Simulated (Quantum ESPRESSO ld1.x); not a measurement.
Input (ld1.x (Quantum ESPRESSO 7.5)):

```
 &input
    atom='Tb',
    iswitch=1,
    rel=1,
    lsd=1,
    dft='PW',
    config='[Xe] 4f8 5d1',
    prefix='ld1',
    max_out_wfc=37,
    file_charge='ld1.rho',
 /
```

Command: `OMP_NUM_THREADS=1 ld1.x < ld1.in > ld1.out`

Output:

```
     Program LD1 v.7.5 starts

     --------------------------- All-electron run ----------------------------

     scalar relativistic calculation

     atomic number is 65.00
     dft =PW   lsd =1 sic =0 latt =0  beta=0.20 tr2=1.0E-14
     Exchange-correlation= PW
                           (   1   4   0   0   0   0   0)
     mesh =2099 r(mesh) = 100.44524 a.u. xmin = -8.00 dx = 0.00800
     1 Ry =  13.60569312 eV, c = 137.03599908

     n l     nl                  e(Ry)          e(Ha)          e(eV)
     1 0     1S 1( 1.00)     -3809.7060     -1904.8530    -51833.6908
     2 0     2S 1( 1.00)      -632.8566      -316.4283     -8610.4534
     2 1     2P 1( 3.00)      -562.7392      -281.3696     -7656.4568
     3 0     3S 1( 1.00)      -141.6195       -70.8097     -1926.8312
     3 1     3P 1( 3.00)      -119.9975       -59.9988     -1632.6493
     4 0     4S 1( 1.00)       -29.3913       -14.6956      -399.8889
     4 1     4P 1( 3.00)       -22.2581       -11.1290      -302.8363
     3 2     3D 1( 5.00)       -91.7467       -45.8733     -1248.2773
     5 0     5S 1( 1.00)        -4.8898        -2.4449       -66.5287
     5 1     5P 1( 3.00)        -3.1493        -1.5747       -42.8488
     4 2     4D 1( 5.00)       -12.4638        -6.2319      -169.5791
     4 3     4F 1( 7.00)        -1.8281        -0.9140       -24.8721
     5 2     5D 1( 1.00)        -1.1715        -0.5858       -15.9396
     1 0     1S 2( 1.00)     -3809.7062     -1904.8531    -51833.6932
     2 0     2S 2( 1.00)      -632.8470      -316.4235     -8610.3225
     2 1     2P 2( 3.00)      -562.7321      -281.3660     -7656.3599
     3 0     3S 2( 1.00)      -141.4390       -70.7195     -1924.3756
     3 1     3P 2( 3.00)      -119.8183       -59.9092     -1630.2114
     4 0     4S 2( 1.00)       -29.0031       -14.5016      -394.6077
     4 1     4P 2( 3.00)       -21.8749       -10.9375      -297.6236
     3 2     3D 2( 5.00)       -91.6059       -45.8030     -1246.3622
     5 0     5S 2( 1.00)        -4.6808        -2.3404       -63.6849
     5 1     5P 2( 3.00)        -2.9800        -1.4900       -40.5444
     4 2     4D 2( 5.00)       -12.0889        -6.0444      -164.4773
     4 3     4F 2( 1.00)        -1.4918        -0.7459       -20.2969
     5 2     5D 2( 0.00)        -1.0719        -0.5360       -14.5846

     final scf error:  7.6E-15 reached in  34 iterations

     Etot =  -23401.225813 Ry,  -11700.612906 Ha, -318389.897107 eV
     Total magnetization:    7.00 Bohr mag.

     Ekin =   25183.104789 Ry,   12591.552395 Ha,  342633.595645 eV
     Encl =  -57114.338498 Ry,  -28557.169249 Ha, -777080.162526 eV
     Eh   =    9025.498326 Ry,    4512.749163 Ha,  122798.160509 eV
     Exc  =    -495.490430 Ry,    -247.745215 Ha,   -6741.490735 eV

     normalization and overlap integrals

     s(1S/1S) =  1.000000  <r> =   0.0215  <r2> =    0.0006  r(max) =   0.0136
     s(1S/2S) = -0.023728
     s(1S/3S) = -0.010288
     s(1S/4S) = -0.004973
     s(1S/5S) = -0.002058
     s(2S/2S) =  1.000000  <r> =   0.0916  <r2> =    0.0099  r(max) =   0.0774
     s(2S/3S) = -0.006472
     s(2S/4S) = -0.002993
     s(2S/5S) = -0.001228
     s(2P/2P) =  1.000000  <r> =   0.0809  <r2> =    0.0080  r(max) =   0.0629
     s(2P/3P) = -0.005205
     s(2P/4P) = -0.002275
     s(2P/5P) = -0.000836
     s(3S/3S) =  1.000000  <r> =   0.2397  <r2> =    0.0657  r(max) =   0.2208
     s(3S/4S) = -0.002114
     s(3S/5S) = -0.000841
     s(3P/3P) =  1.000000  <r> =   0.2384  <r2> =    0.0659  r(max) =   0.2156
     s(3P/4P) = -0.001801
     s(3P/5P) = -0.000642
     s(4S/4S) =  1.000000  <r> =   0.5412  <r2> =    0.3307  r(max) =   0.5034
     s(4S/5S) = -0.000572
     s(4P/4P) =  1.000000  <r> =   0.5730  <r2> =    0.3736  r(max) =   0.5281
     s(4P/5P) = -0.000441
     s(3D/3D) =  1.000000  <r> =   0.2168  <r2> =    0.0552  r(max) =   0.1765
     s(3D/4D) = -0.001296
     s(3D/5D) = -0.000311
     s(5S/5S) =  1.000000  <r> =   1.2993  <r2> =    1.8989  r(max) =   1.1660
     s(5P/5P) =  1.000000  <r> =   1.5171  <r2> =    2.6109  r(max) =   1.3253
     s(4D/4D) =  1.000000  <r> =   0.6215  <r2> =    0.4482  r(max) =   0.5453
     s(4D/5D) = -0.000229
     s(4F/4F) =  1.000000  <r> =   0.8258  <r2> =    0.8868  r(max) =   0.5497
     s(5D/5D) =  1.000000  <r> =   2.3030  <r2> =    6.1794  r(max) =   1.8397
     s(1S/1S) =  1.000000  <r> =   0.0215  <r2> =    0.0006  r(max) =   0.0136
     s(1S/2S) = -0.023728
     s(1S/3S) = -0.010296
     s(1S/4S) = -0.004970
     s(1S/5S) = -0.002025
     s(2S/2S) =  1.000000  <r> =   0.0916  <r2> =    0.0099  r(max) =   0.0774
     s(2S/3S) = -0.006477
     s(2S/4S) = -0.002991
     s(2S/5S) = -0.001208
     s(2P/2P) =  1.000000  <r> =   0.0809  <r2> =    0.0080  r(max) =   0.0629
     s(2P/3P) = -0.005210
     s(2P/4P) = -0.002273
     s(2P/5P) = -0.000817
     s(3S/3S) =  1.000000  <r> =   0.2396  <r2> =    0.0656  r(max) =   0.2191
     s(3S/4S) = -0.002115
     s(3S/5S) = -0.000828
     s(3P/3P) =  1.000000  <r> =   0.2382  <r2> =    0.0657  r(max) =   0.2156
     s(3P/4P) = -0.001801
     s(3P/5P) = -0.000628
     s(4S/4S) =  1.000000  <r> =   0.5413  <r2> =    0.3308  r(max) =   0.5034
     s(4S/5S) = -0.000563
     s(4P/4P) =  1.000000  <r> =   0.5733  <r2> =    0.3740  r(max) =   0.5281
     s(4P/5P) = -0.000431
     s(3D/3D) =  1.000000  <r> =   0.2165  <r2> =    0.0551  r(max) =   0.1765
     s(3D/4D) = -0.001294
     s(3D/5D) = -0.000295
     s(5S/5S) =  1.000000  <r> =   1.3134  <r2> =    1.9412  r(max) =   1.1754
     s(5P/5P) =  1.000000  <r> =   1.5403  <r2> =    2.6929  r(max) =   1.3359
     s(4D/4D) =  1.000000  <r> =   0.6226  <r2> =    0.4501  r(max) =   0.5453
     s(4D/5D) = -0.000217
     s(4F/4F) =  1.000000  <r> =   0.8583  <r2> =    0.9783  r(max) =   0.5497
     s(5D/5D) =  1.000000  <r> =   2.3882  <r2> =    6.6686  r(max) =   1.8995

     ------------------------ End of All-electron run ------------------------
```

Run on one thread of a shared host, so times are rough (Intel(R) Xeon(R) Processor @ 2.60GHz): 0.94 s of CPU time, 0.97 s wall, 34 iterations on 2099 mesh points.
